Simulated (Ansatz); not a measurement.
Ti7Si3. Charge 0, multiplicity 7. Geometry PBE-D4/def2-SVP; atoms count from 1.

```xyz
10

Ti    1.314    0.687   -2.152
Ti    1.548   -1.999    0.510
Ti    1.142    0.441    0.523
Ti    0.778   -0.694    2.851
Ti   -0.132    2.201   -0.839
Ti   -0.788    1.271    1.861
Ti   -0.837   -1.537    1.215
Si   -1.751    0.316   -0.187
Si   -1.180    0.551   -2.569
Si   -0.095   -1.238   -1.213
```

The charge 0 septet is spin-contaminated (final ⟨S²⟩ up to 13.79, 12.00 for a pure state). No other spin state of charge 0 was run. The geometry of the septet was relaxed on an unsound state (⟨S²⟩ 12.45, where a pure state has 12.00). The structure comes from a short search, and lower isomers may exist.

Question: Estimate the Mulliken populations from the PBE0/def2-SVP orbitals of Ansatz.

Answer: 
```
atom  charge (e)  spin (α − β)  d electrons
 Ti1        0.16          1.58         2.64
 Ti2        0.13          1.90         2.64
 Ti3        0.00         -0.02         2.69
 Ti4       -0.01          1.98         2.65
 Ti5        0.14          1.16         2.63
 Ti6        0.09         -1.78         2.62
 Ti7        0.17          1.37         2.70
 Si8       -0.27          0.08            –
 Si9       -0.13         -0.05            –
Si10       -0.29         -0.22            –
```
Mulliken values and Mayer orders depend strongly on the basis.

Question: Where does the spin sit?

Answer: Summed by element: Ti 6.18, Si -0.18, of 6 unpaired in all. Largest on single atoms: Ti4 1.98, Ti2 1.90, Ti6 -1.78.

Question: And the Mayer bond orders between bonded heavy atoms (over 0.3)?

Answer: Ti1–Ti3 0.85 (2.69 Å); Ti1–Ti5 1.46 (2.47 Å); Ti1–Si9 0.78 (2.53 Å); Ti1–Si10 0.60 (2.56 Å); Ti2–Ti3 1.05 (2.47 Å); Ti2–Ti4 0.85 (2.79 Å); Ti2–Ti7 1.12 (2.53 Å); Ti2–Si10 0.71 (2.50 Å); Ti3–Ti4 0.82 (2.62 Å); Ti3–Ti5 0.98 (2.56 Å); Ti3–Ti6 1.06 (2.49 Å); Ti3–Ti7 0.46 (2.88 Å); Ti3–Si10 0.36 (2.71 Å); Ti4–Ti6 0.91 (2.70 Å); Ti4–Ti7 1.30 (2.45 Å); Ti5–Ti6 0.67 (2.93 Å); Ti5–Si8 0.55 (2.57 Å); Ti5–Si9 0.70 (2.61 Å); Ti6–Ti7 0.63 (2.88 Å); Ti6–Si8 0.73 (2.46 Å); Ti7–Si8 0.72 (2.50 Å); Ti7–Si10 0.60 (2.56 Å); Si8–Si9 0.55 (2.46 Å); Si8–Si10 0.36 (2.49 Å); Si9–Si10 0.53 (2.49 Å).
